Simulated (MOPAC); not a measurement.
MOPAC input (PM7):

```
PM7 1SCF GEO-OK AUX(PRECISION=9) THREADS=1
NP

N    -0.00000000 1   -0.00000000 1   -1.01096879 1
P     0.00000000 1    0.00000000 1    0.47178544 1
```

From the last part of the output:

```
                                                       MOPAC v23.2.5 Linux

          FINAL HEAT OF FORMATION =         61.04174 KCAL/MOL =     255.39865 KJ/MOL

          COSMO AREA              =         67.85 SQUARE ANGSTROMS
          COSMO VOLUME            =         50.57 CUBIC ANGSTROMS

          IONIZATION POTENTIAL    =         10.871784 EV
          HOMO LUMO ENERGIES (EV) =        -10.872 -2.257
          NO. OF FILLED LEVELS    =          5
          MOLECULAR WEIGHT        =         44.9805         POINT GROUP:  C*v

          MOLECULAR DIMENSIONS (Angstroms)

            Atom       Atom       Distance
            P     2    N     1     1.48275
            P     2    N     1     0.00000
            N     1    P     2     0.00000

          SCF CALCULATIONS        =          1

   ATOM   CHEMICAL          X               Y               Z
  NUMBER   SYMBOL      (ANGSTROMS)     (ANGSTROMS)     (ANGSTROMS)

     1       N         -0.00000000  *  -0.00000000  *  -1.01096879  *
     2       P          0.00000000  *   0.00000000  *   0.47178544  *

                             CARTESIAN COORDINATES

   1    N       -0.000000000    -0.000000000    -1.010968790
   2    P        0.000000000     0.000000000     0.471785440

           Empirical Formula: N P  =     2 atoms

      MOLECULAR POINT GROUP   :   C*v

                  EIGENVALUES
 -49.83967 -26.94116 -12.91719 -12.91719 -10.87178  -2.25735  -2.25735   1.37393
 103.19419 103.19419 103.46832 103.46833 103.63446

              NET ATOMIC CHARGES AND DIPOLE CONTRIBUTIONS

  ATOM NO.   TYPE          CHARGE      No. of ELECS.   s-Pop       p-Pop       d-Pop
    1          N          -0.185077        5.1851     1.83197     3.35311
    2          P           0.185077        4.8149     1.91184     2.86466     0.03842
 DIPOLE           X         Y         Z       TOTAL
 POINT-CHG.     0.000     0.000     1.318     1.318
 HYBRID        -0.000    -0.000     1.058     1.058
 SUM           -0.000    -0.000     2.376     2.376

          ATOMIC ORBITAL ELECTRON POPULATIONS

     Atom    s        px        py        pz      x^2-y^2     xz        z^2       yz        xy
    1  N   1.83197   1.09320   1.09320   1.16672
    2  P   1.91184   0.89807   0.89807   1.06852   0.00000   0.00873   0.02096   0.00873   0.00000

 **********************
 *                    *
 * JOB ENDED NORMALLY *
 *                    *
 **********************

 == MOPAC DONE ==
```

The geometry given is a B3LYP-D3(BJ)/def2-TZVP minimum.
